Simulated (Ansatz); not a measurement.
The same adduct formation along the group O, S, Se.

Isolated molecules relaxed with PBE0-D4/def2-TZVP in Ansatz; ΔE leaves out vibrations. CCSD(T)/CBS is the MP2 limit (def2-TZVPP, def2-QZVPP) plus CCSD(T) − MP2 in def2-TZVPP, frozen cores. Small cases extrapolate CCSD(T) itself. Functionals use def2-TZVPP. For Se outer-core shells are correlated without core-valence functions, which leaves a few kJ/mol of doubt a bond. Scalar relativity is left out up to krypton.

| reaction | ωB97M-V (kcal/mol) |
| --- | --- |
| H₂O + `[AlH3]` → `[OH2+][AlH3-]` | -21.9 |
| H₂S + `[AlH3]` → `[AlH3-][SH2+]` | -14.2 |
| H₂Se + `[AlH3]` → `[AlH3-][SeH2+]` | -13.2 |

Q: Give the CCSD(T)/CBS values in the same order. (Best estimate.)

A: The calculation gave: -20.8, -13.6, -13.4 kcal/mol.

Largest T1 diagnostic: 0.010, for `[AlH3-][SH2+]`.

Extrapolated directly: H₂O + `[AlH3]` → `[OH2+][AlH3-]`; H₂S + `[AlH3]` → `[AlH3-][SH2+]`.
